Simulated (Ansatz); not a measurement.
Reaction (formal exchange of groups at a B–C bond): `BCBCC` + `F[SiH3]` → `BCB[SiH2]F` + `CC`

Computed with Ansatz on PBE0-D4/def2-TZVP structures; ΔE is electronic, products minus reactants. CCSD(T)/CBS adds triple-zeta CCSD(T) − MP2 to the extrapolated MP2 energy (def2 sets, frozen cores). This one scheme is used for every species. Functionals use def2-TZVPP. B3LYP here is the variant with VWN-RPA as its local correlation; programs differ in this. One conformer a species, not always the lowest.

| level | ΔE (kJ/mol) | difference from CCSD(T)/CBS |
| --- | --- | --- |
| B3LYP-D4 | 18.8 | -3.4 |
| ωB97X-V | 20.8 | -1.4 |
| PBE | 11.9 | -10.3 |
| r2SCAN | 18.1 | -4.1 |
| B3LYP | 18.4 | -3.8 |
| HF/def2-TZVPP | 25.8 | 3.6 |
| MP2/def2-TZVPP | 28.2 | 6.0 |
| CCSD(T)/def2-TZVPP | 22.5 | 0.3 |
| SCS-MP2/def2-QZVPP | 27.1 | 4.9 |
| MP2/CBS(def2) | 27.9 | 5.7 |
| CCSD(T)/CBS | 22.2 | 0 |

Largest T1 diagnostic among the species: 0.013.

From PBE to PBE0 (25 % exact exchange), in def2-TZVPP and without D4, ΔE moves by +3.8 kJ/mol.
